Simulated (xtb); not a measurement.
xtb input (GFN2-xTB):

```bash
xtb mol.xyz --gfn 2 --sp --chrg 0 --uhf 0
```
mol.xyz:
```
6

F     -1.54946488    -0.87536359     0.71204045
B     -0.85628416    -0.04575107    -0.04897713
F     -1.54260940     0.71015474    -0.88889872
B      0.85628416     0.04575107     0.04897713
F      1.63388106    -0.71561988    -0.70173022
F      1.45819322     0.88082873     0.87858849
```

Output:

```
           -------------------------------------------------
          |                Calculation Setup                |
           -------------------------------------------------

           -------------------------------------------------
          |                 G F N 2 - x T B                 |
           -------------------------------------------------

        Reference                      10.1021/acs.jctc.8b01176
      * Hamiltonian:
        H0-scaling (s, p, d)           1.850000    2.230000    2.230000
        zeta-weighting                 0.500000
      * Dispersion:
        s8                             2.700000
        a1                             0.520000
        a2                             5.000000
        s9                             5.000000
      * Repulsion:
        kExp                           1.500000    1.000000
        rExp                           1.000000
      * Coulomb:
        alpha                          2.000000
        third order                    shell-resolved
        anisotropic                    true
        a3                             3.000000
        a5                             4.000000
        cn-shift                       1.200000
        cn-exp                         4.000000
        max-rad                        5.000000

          ...................................................
          :                      SETUP                      :
          :.................................................:
          :  # basis functions                  24          :
          :  # atomic orbitals                  24          :
          :  # shells                           12          :
          :  # electrons                        34          :
          :  max. iterations                   250          :
          :  Hamiltonian                  GFN2-xTB          :
          :  restarted?                      false          :
          :  GBSA solvation                  false          :
          :  PC potential                    false          :
          :  electronic temp.          300.0000000     K    :
          :  accuracy                    1.0000000          :
          :  -> integral cutoff          0.2500000E+02      :
          :  -> integral neglect         0.1000000E-07      :
          :  -> SCF convergence          0.1000000E-05 Eh   :
          :  -> wf. convergence          0.1000000E-03 e    :
          :  Broyden damping             0.4000000          :
          :  net charge                          0          :
          :  unpaired electrons                  0          :
          ...................................................

 iter      E             dE          RMSdq      gap      omega  full diag
   1    -21.5616610 -0.215617E+02  0.124E+01    4.48       0.0  T
   2    -21.6230889 -0.614279E-01  0.705E+00    4.37       1.0  T
   3    -21.6292393 -0.615039E-02  0.157E+00    4.95       1.0  T
   4    -21.6327176 -0.347832E-02  0.548E-01    4.92       1.0  T
   5    -21.6305085  0.220910E-02  0.886E-01    4.95       1.0  T
   6    -21.6328915 -0.238300E-02  0.867E-02    4.93       1.0  T
   7    -21.6329053 -0.137909E-04  0.607E-02    4.93       1.0  T
   8    -21.6329155 -0.101511E-04  0.115E-03    4.92      35.4  T
   9    -21.6329155 -0.485878E-08  0.659E-04    4.92      61.9  T
  10    -21.6329155 -0.141672E-08  0.260E-05    4.92    1570.1  T

   *** convergence criteria satisfied after 10 iterations ***

         #    Occupation            Energy/Eh            Energy/eV
      -------------------------------------------------------------
         1        2.0000           -0.8596769             -23.3930
       ...           ...                  ...                  ...
        11        2.0000           -0.5756598             -15.6645
        12        2.0000           -0.5567592             -15.1502
        13        2.0000           -0.5440234             -14.8036
        14        2.0000           -0.5439730             -14.8023
        15        2.0000           -0.5371408             -14.6163
        16        2.0000           -0.5371408             -14.6163
        17        2.0000           -0.4639557             -12.6249 (HOMO)
        18                         -0.2829881              -7.7005 (LUMO)
        19                         -0.2829881              -7.7005
        20                          0.1971394               5.3644
        21                          0.3666793               9.9779
        22                          0.4006765              10.9030
       ...                                ...                  ...
        24                          0.4237996              11.5322
      -------------------------------------------------------------
                  HL-Gap            0.1809675 Eh            4.9244 eV
             Fermi-level           -0.3734719 Eh          -10.1627 eV

 SCC (total)                   0 d,  0 h,  0 min,  0.004 sec
 SCC setup                      ...        0 min,  0.000 sec (  2.876%)
 Dispersion                     ...        0 min,  0.000 sec (  0.931%)
 classical contributions        ...        0 min,  0.000 sec (  0.538%)
 integral evaluation            ...        0 min,  0.001 sec ( 15.182%)
 iterations                     ...        0 min,  0.002 sec ( 51.236%)
 molecular gradient             ...        0 min,  0.001 sec ( 25.758%)
 printout                       ...        0 min,  0.000 sec (  3.233%)

         :::::::::::::::::::::::::::::::::::::::::::::::::::::
         ::                     SUMMARY                     ::
         :::::::::::::::::::::::::::::::::::::::::::::::::::::
         :: total energy             -21.567546315684 Eh    ::
         :: gradient norm              0.022109540598 Eh/a0 ::
         :: HOMO-LUMO gap              4.924377426114 eV    ::
         ::.................................................::
         :: SCC energy               -21.632914919279 Eh    ::
         :: -> isotropic ES            0.088511789466 Eh    ::
         :: -> anisotropic ES          0.000916802946 Eh    ::
         :: -> anisotropic XC         -0.011493393683 Eh    ::
         :: -> dispersion             -0.002084575127 Eh    ::
         :: repulsion energy           0.065368603595 Eh    ::
         :: add. restraining           0.000000000000 Eh    ::
         :: total charge               0.000000000000 e     ::
         :::::::::::::::::::::::::::::::::::::::::::::::::::::

           -------------------------------------------------
          |                Property Printout                |
           -------------------------------------------------

    * Orbital Energies and Occupations

         #    Occupation            Energy/Eh            Energy/eV
      -------------------------------------------------------------
         1        2.0000           -0.8596769             -23.3930
       ...           ...                  ...                  ...
         5        2.0000           -0.6112771             -16.6337
         6        2.0000           -0.5979020             -16.2697
         7        2.0000           -0.5863771             -15.9561
         8        2.0000           -0.5836107             -15.8809
         9        2.0000           -0.5836107             -15.8809
        10        2.0000           -0.5756598             -15.6645
        11        2.0000           -0.5756598             -15.6645
        12        2.0000           -0.5567592             -15.1502
        13        2.0000           -0.5440234             -14.8036
        14        2.0000           -0.5439730             -14.8023
        15        2.0000           -0.5371408             -14.6163
        16        2.0000           -0.5371408             -14.6163
Note: The following floating-point exceptions are signalling: IEEE_DENORMAL
normal termination of xtb
        17        2.0000           -0.4639557             -12.6249 (HOMO)
        18                         -0.2829881              -7.7005 (LUMO)
        19                         -0.2829881              -7.7005
        20                          0.1971394               5.3644
        21                          0.3666793               9.9779
        22                          0.4006765              10.9030
        23                          0.4237996              11.5322
        24                          0.4237996              11.5322
      -------------------------------------------------------------
                  HL-Gap            0.1809675 Eh            4.9244 eV
             Fermi-level           -0.3734719 Eh          -10.1627 eV

     #   Z          covCN         q      C6AA      α(0)
     1   9 F        0.722    -0.229    11.548     4.013
     2   5 B        2.384     0.458    19.811     8.298
     3   9 F        0.722    -0.229    11.548     4.013
     4   5 B        2.384     0.458    19.811     8.298
     5   9 F        0.722    -0.229    11.548     4.013
     6   9 F        0.722    -0.229    11.548     4.013

 Mol. C6AA /au·bohr⁶  :        487.536958
 Mol. C8AA /au·bohr⁸  :      12155.849906
 Mol. α(0) /au        :         32.647168

Wiberg/Mayer (AO) data.
largest (>0.10) Wiberg bond orders for each atom

 ---------------------------------------------------------------------------
     #   Z sym  total        # sym  WBO       # sym  WBO       # sym  WBO
 ---------------------------------------------------------------------------
     1   9 F    1.220 --     2 B    1.127
     2   5 B    3.229 --     1 F    1.127     3 F    1.127     4 B    0.932
     3   9 F    1.220 --     2 B    1.127
     4   5 B    3.229 --     5 F    1.127     6 F    1.127     2 B    0.932
     5   9 F    1.220 --     4 B    1.127
     6   9 F    1.220 --     4 B    1.127
 ---------------------------------------------------------------------------

Topologies differ in total number of bonds
Writing topology from bond orders to xtbtopo.mol

molecular dipole:
                 x           y           z       tot (Debye)
 q only:        0.000      -0.000      -0.000
   full:        0.000      -0.000      -0.000       0.000
molecular quadrupole (traceless):
                xx          xy          yy          xz          yz          zz
 q only:       -3.347      -0.269       1.675      -0.288      -0.015       1.672
  q+dip:       -1.885      -0.152       0.943      -0.162      -0.009       0.942
   full:       -3.477      -0.280       1.740      -0.299      -0.016       1.738

           -------------------------------------------------
          | TOTAL ENERGY              -21.567546315684 Eh   |
          | GRADIENT NORM               0.022109540598 Eh/α |
          | HOMO-LUMO GAP               4.924377426114 eV   |
           -------------------------------------------------

------------------------------------------------------------------------
------------------------------------------------------------------------
 total:
 SCF:
```
